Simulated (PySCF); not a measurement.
Harmonic spectrum computed at PBE0 in the def2-TZVP basis family (core potentials from Rb on, PySCF, no spin–orbit coupling):

| symmetry | ω (cm⁻¹) | IR (km/mol) |
| --- | --- | --- |
| a' | 142 | 18.1 |
| a' | 611 | 129 |
| a' | 1002 | 105 |

Task: Which molecule gave it? In each, all ligands are bound to the one heavy central atom.
A. RhOF (triplet)
B. InOF (singlet)
C. IrOF (singlet)
D. AlOF (singlet)
E. RuOF (doublet)

Result: A. It has Cs symmetry with Rh–F 1.859 Å, Rh–O 1.652 Å.
